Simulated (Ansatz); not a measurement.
Two structures of AlH$_{6}$O$_{4}$F, singlet, reached by relaxing down either side of one saddle point (PBE0-D4/def2-TZVP). Energies are electronic, without zero-point energy. Computed with Ansatz 0.2.0 (basis: def2-TZVPP and def2-QZVPP); correlated methods freeze the cores. Extrapolation: Hartree–Fock as exp(−7.88 √X), correlation as X^−2.97. First:

```csv
atom,x (Å),y (Å),z (Å)
Al1,-0.4070,-0.5704,0.8454
O2,1.2118,-0.6754,0.1991
O3,-1.0422,0.7375,-0.3752
O4,-1.2578,-2.0385,0.7212
H5,1.6753,1.9063,-1.5083
F6,-0.6139,0.3249,2.2398
H7,1.4267,0.4243,-1.0383
O8,1.1041,1.1470,-1.6427
H9,1.6129,-1.5423,0.1469
H10,-1.4653,1.4844,0.0585
H11,-1.9628,-2.2696,1.3215
H12,-0.2817,1.0717,-0.9677
```

Second:

Al1  (-0.582, -0.350, 0.887)
O2  (1.151, -0.616, 0.190)
O3  (-1.030, 0.896, -0.252)
O4  (-1.227, -1.919, 0.672)
H5  (1.631, 1.944, -1.525)
F6  (-0.449, 0.192, 2.453)
H7  (1.346, 0.029, -0.577)
O8  (1.151, 1.121, -1.638)
H9  (1.266, -1.524, -0.107)
H10  (-1.864, 1.358, -0.194)
H11  (-1.620, -2.403, 1.394)
H12  (0.227, 1.272, -1.304)
(Å)

Problem. Which bonds change from the first to the second?

Solution. AlH₄O₃F ([OH][Al]([OH])([OH2])[F]) + H₂O → AlH₄O₃F ([OH][Al]([OH])([OH2])[F]) + H₂O; bonds formed: O2–H7, O8–H12; bonds broken: O3–H12, H7–O8.

Problem. Give the saddle point's structure and its height above each. (An estimate is asked for; the value comes from the calculation.)

Solution. The calculation gives: 6.92 kcal/mol above the first and 7.46 kcal/mol above the second (CCSD(T) at an estimated basis limit (MP2 extrapolated from triple and quadruple zeta, plus CCSD(T) − MP2 in triple zeta)).
```
12
angstrom
Al -0.4725 -0.4481 0.8235
O 1.1899 -0.6102 0.1358
O -1.0011 0.8018 -0.3774
O -1.2165 -1.9771 0.6990
H 1.5616 1.8491 -1.3541
F -0.5120 0.3026 2.3108
H 1.3146 0.2290 -0.8278
O 1.0470 1.0619 -1.5548
H 1.4978 -1.5036 -0.0237
H -1.6163 1.4869 -0.1184
H -1.7882 -2.3187 1.3823
H -0.0041 1.1266 -1.0950
```

The search had been set up for a ligand exchange through a proton shuttle (forming Al1–F6, H5–O8, O2–H7, breaking Al1–O2, H5–F6, H7–O8); from that guess it ended on this step instead.

No T1 diagnostic of these runs exceeds 0.011.

Labels in which every atom is bracketed show which atoms are joined, not bond orders.

For scale, one of the runs: CCSD(T)/def2-TZVPP, 281 basis functions, launched by `ansatz run in.yaml --threads 8 --pin off --events-out ev --progress --plain --max-ram 19148MiB`. Hardware: 8 CPU threads of an Arm Neoverse V2, shared host. Wall time 3.5 min; peak host memory 8.9 GiB.
